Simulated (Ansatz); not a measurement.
C3H10Si, charge -1, doublet, at the geometry of the source list (a state made from the parent by changing its charge; the spin is typed, not shown lowest) (a gas-phase anion, which may not be bound at this level); CAM-B3LYP/cc-pVDZ run with Ansatz (an electronic-structure program).

The Ansatz input:
Ansatz 0.2 input:
```yaml
crystal:
  periodic: [false, false, false]
  atoms:
    - {symbol: Si, position_ang: [0.06090000, 0.22490000, 0.46560000]}
    - {symbol: C, position_ang: [-0.93200000, 1.38420000, -0.67160000]}
    - {symbol: C, position_ang: [1.76960000, -0.11080000, -0.30300000]}
    - {symbol: C, position_ang: [-0.87690000, -1.41820000, 0.67490000]}
    - {symbol: H, position_ang: [0.23360000, 0.86220000, 1.78490000]}
    - {symbol: H, position_ang: [-1.08030000, 0.94810000, -1.65580000]}
    - {symbol: H, position_ang: [-1.91320000, 1.59710000, -0.25810000]}
    - {symbol: H, position_ang: [-0.42270000, 2.33340000, -0.80880000]}
    - {symbol: H, position_ang: [2.36230000, -0.76890000, 0.32530000]}
    - {symbol: H, position_ang: [1.68360000, -0.58130000, -1.27870000]}
    - {symbol: H, position_ang: [2.33130000, 0.80940000, -0.43310000]}
    - {symbol: H, position_ang: [-1.02380000, -1.91880000, -0.27830000]}
    - {symbol: H, position_ang: [-1.85700000, -1.25970000, 1.11460000]}
    - {symbol: H, position_ang: [-0.33550000, -2.10170000, 1.32220000]}
basis:
  gaussian:
    orbitals: cc-pVDZ
hamiltonian:
  xc: cam_b3lyp
total_charge: -1
magnetization: {spin_polarized: true, initial_magnetization: 1}
accuracy: high
```

**Question.** Predict the main parts of the log of this Ansatz run.

**Answer.** 
```
Functional definition: CAM-B3LYP
2712 factors; integrals over basis functions are off by at most 3.8e-9 eV
556 factors; integrals over basis functions are off by at most 1.7e-9 eV
mean field evaluation 1: about -11142.4796 eV, gradient 3.0e1 eV
mean field evaluation 2: about -11143.6112 eV, gradient 2.5e1 eV
mean field evaluation 4: about -11146.8229 eV, gradient 6.3e-1 eV
mean field evaluation 8: about -11147.0511 eV, gradient 5.4e-2 eV
mean field evaluation 16: about -11147.0513 eV, gradient 3.0e-4 eV
mean field evaluation 32: about -11147.0513 eV, gradient 4.6e-7 eV
mean field -11147.05133339 eV, -409.6465807592 hartree, gradient 8.9e-8 eV, S^2 0.750624; 4 other end points of the search recorded, 0 dependent functions left out
reference -11147.05135904 eV, -409.6465817020 hartree; 22, 21 occupied and 88, 89 virtual orbitals, 2712 factors
Total energy: -11147.05135904 eV, -409.6465817020 hartree
```
